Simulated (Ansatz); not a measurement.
Harmonic frequencies (cm⁻¹) at PBE0-D4/def2-TZVP from Ansatz: 60, 139, 204, 252, 317, 363, 445, 464, 522, 543, 636, 701, 727, 802, 841, 892, 1064, 2003, 2015, 2288, 2705.

Each molecule was computed in one conformer, which needn't be the lowest.

Which molecule is it?
A. `NC[SiH2]Cl`
B. `F[SiH](S)[O][GaH2]`
C. `CC1N=C[Se]1`
D. `[OH][Ga]([SH])[SiH2]F`

B.
